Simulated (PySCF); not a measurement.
# Mayer bond orders and bond lengths

C7H11FOSi.
SMILES with atom numbers: `[CH2:1]=[C:2]([CH3:3])[C:4]1=[C:5]([F:6])[Si@@H:7]([O:8][CH3:9])[CH2:10]1` (hydrogens: H11, H12 on C1; H13, H14, H15 on C3; H16 on Si7; H17, H18, H19 on C9; H20, H21 on C10)

Structure used (GFN2-xTB), in Å, numbered top down from 1:
```
atom  x, y, z in Å
C1    -2.8531   -1.0351    0.5941
C2    -2.1415    0.0365    0.2394
C3    -2.7415    1.4104    0.2007
C4    -0.7466   -0.0814   -0.1258
C5     0.1667    0.8398   -0.4930
F6    -0.0251    2.1772   -0.6177
Si7    1.5725   -0.3912   -0.7909
O8     2.7938   -0.5089    0.2588
C9     4.0302    0.1459    0.2696
C10    0.0519   -1.3716   -0.1756
H11   -2.4236   -2.0208    0.6232
H12   -3.8921   -0.9569    0.8656
H13   -2.2043    2.0739    0.8763
H14   -2.6600    1.8283   -0.8015
H15   -3.7891    1.3842    0.4892
H16    2.0101   -0.5109   -2.1795
H17    3.8961    1.2182    0.4225
H18    4.5609   -0.0114   -0.6716
H19    4.6183   -0.2655    1.0902
H20   -0.3688   -2.0933   -0.8714
H21    0.1365   -1.8503    0.7968
```

Bond orders from the PBE0/pcSseg-1 density (PySCF). The structure is a single GFN2-xTB conformer in the gas phase; no vibrational or solvent corrections.

(1) How far do the computed orders between heavy atoms stray from the drawn ones?

(2) Give the Mayer order of every bond between heavy atoms, beside its length.

Results:

(1) The largest departure is 0.345, at C4–C5 (drawn double, 1.655). Drawn single, order below 0.88: C5–Si7 (0.872). Drawn double or triple, more than 0.30 short of the drawn order: C4–C5 (1.655).

(2) 
| bond | drawn as | length (Å) | Mayer order |
| --- | --- | --- | --- |
| C1–C2 | double | 1.334 | 1.959 |
| C2–C3 | single | 1.500 | 1.091 |
| C2–C4 | single | 1.447 | 1.035 |
| C4–C5 | double | 1.348 | 1.655 |
| C5–F6 | single | 1.357 | 0.914 |
| C5–Si7 | single | 1.892 | 0.872 |
| Si7–O8 | single | 1.615 | 1.041 |
| O8–C9 | single | 1.399 | 0.881 |
| Si7–C10 | single | 1.911 | 0.892 |
| C10–C4 | single | 1.518 | 1.041 |

By pair of heavy elements: C–C: lowest C2–C4 (1.035, 1.447 Å), highest C1–C2 (1.959, 1.334 Å); in 1 of the 10 pairs the longer bond (by over 0.003 Å) has the higher order (by 0.02 or more). C–Si: lowest C5–Si7 (0.872, 1.892 Å), highest Si7–C10 (0.892, 1.911 Å); in 1 of the 1 pairs the longer bond (by over 0.003 Å) has the higher order (by 0.02 or more).

**Question.** And the bonds to hydrogen?

**Answer.** C–H: 0.92 to 0.97 (10 bonds); H–Si: 0.90 (1 bond).

**Question.** Sum the orders of all bonds at each heavy atom with more than one neighbour and set the sums beside the valence in the SMILES.

**Answer.** C1 3.816 (drawn 4), C2 4.085 (drawn 4), C3 3.925 (drawn 4), C4 3.731 (drawn 4), C5 3.441 (drawn 4), Si7 3.703 (drawn 4), O8 1.922 (drawn 2), C9 3.783 (drawn 4), C10 3.790 (drawn 4). Orders between atoms that aren't bonded are not in these sums.

The Mayer order sums products of elements of PS (density times overlap matrix) between the two atoms' basis functions, so it depends on the basis set.
